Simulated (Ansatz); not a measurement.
Total energies of Cd10Te10H28 from Ansatz at PBE0-D4/def2-TZVP, gas phase (1 Eh = 27.2114 eV = 2625.5 kJ/mol). The reference geometry is relaxed at PBE-D4/def2-SVP, loosely relaxed.

```xyz
48

Cd    4.385   -1.685    1.734
Cd   -0.030    4.221    2.067
Cd   -1.996    3.838   -0.777
Cd    1.647   -3.884   -2.151
Cd   -2.736    1.863   -4.749
Cd    1.126    0.994   -0.182
Cd    0.574   -2.302    2.963
Cd   -4.038   -1.008    1.635
Cd   -2.060   -2.172   -0.551
Cd   -4.845    0.551   -2.550
Te    2.536    2.933    1.263
Te    2.685   -1.435   -0.661
Te    2.704   -0.394    3.596
Te   -0.443    1.772   -2.421
Te   -1.178    2.040    3.935
Te   -3.942    1.539   -0.022
Te    0.829   -1.861   -4.341
Te   -0.604   -4.603   -0.542
Te   -2.523   -1.301   -3.223
Te   -0.784   -0.453    1.364
H     5.894   -2.461    1.655
H     5.869    0.639    0.834
H     2.231    3.733    4.878
H     0.023    5.723    2.875
H    -2.794    4.997   -1.728
H    -0.996    3.427    0.680
H     2.930   -4.832   -2.773
H    -1.734    1.799   -6.095
H     0.435   -3.888    3.557
H     2.621   -4.609    1.909
H    -4.548   -0.765    3.229
H    -3.806   -2.190    0.245
H    -4.016    2.092   -3.585
H    -6.351   -0.030   -3.105
H     2.599    3.914   -0.106
H     5.248    1.094    0.894
H     3.988   -1.096   -1.677
H     2.551    3.041    4.979
H     3.416   -1.180    4.905
H     0.647    2.808   -3.171
H    -0.901    3.053    5.270
H     0.316    1.310    4.215
H    -5.406    2.313    0.278
H     2.345   -2.233   -5.021
H     0.133   -2.998   -5.369
H    -1.394   -5.233   -1.890
H     2.989   -4.513    1.238
H    -3.599   -2.569   -3.509
```

| state | geometry | energy (Eh) |
| --- | --- | --- |
| charge 0 singlet | reference | -4375.08295 |
| charge 1 doublet | reference | -4374.80099 |
| charge -1 doublet | reference | -4375.12932 |
| free Cd atom (singlet) | – | -167.77479 |
| free Te atom (triplet) | – | -267.99464 |
| free H atom (doublet) | – | -0.50104 |

In the def2 sets Cd, Te take a core potential; there is no spin–orbit coupling. Single mean-field runs in def2-TZVP are fitted with def2-universal-jkfit.

Q: Work out the vertical ionisation energy to the doublet.

A: E(charge 1 doublet) − E(charge 0 singlet) = -4374.80099 − (-4375.08295) = 0.28196 Eh = 7.67 eV. For comparison, −ε of the highest occupied level is 6.72 eV at this level, 0.95 eV less.

Q: Work out the vertical electron affinity, to the doublet.

A: E(charge 0 singlet) − E(charge -1 doublet) = -4375.08295 − (-4375.12932) = 0.04637 Eh = 1.26 eV. The basis lacks diffuse functions, which makes affinities too small.

Q: Give the fundamental gap IE − EA, the Mulliken electronegativity (IE + EA)/2 and the hardness (IE − EA)/2.

A: From the values in Eh: IE − EA = 0.28196 − 0.04637 = 0.23559 Eh = 6.41 eV; (IE + EA)/2 = 4.47 eV; (IE − EA)/2 = 3.21 eV. The HOMO–LUMO gap of the same run is 4.66 eV, 1.75 eV smaller than the fundamental gap.

Q: What is the binding energy per atom against free atoms?

A: Atoms: 10 × (-167.77479) + 10 × (-267.99464) + 28 × (-0.50104) = -4371.72342 Eh. Binding: -4371.72342 − (-4375.08295) = 3.35953 Eh = 91.42 eV, or 1.90 eV for each of 48 atoms (no zero-point energy, no counterpoise term).

The geometry of the charge 0 singlet is only loosely relaxed. The geometry of the charge 1 doublet is only loosely relaxed. The geometry of the charge -1 doublet is only loosely relaxed.
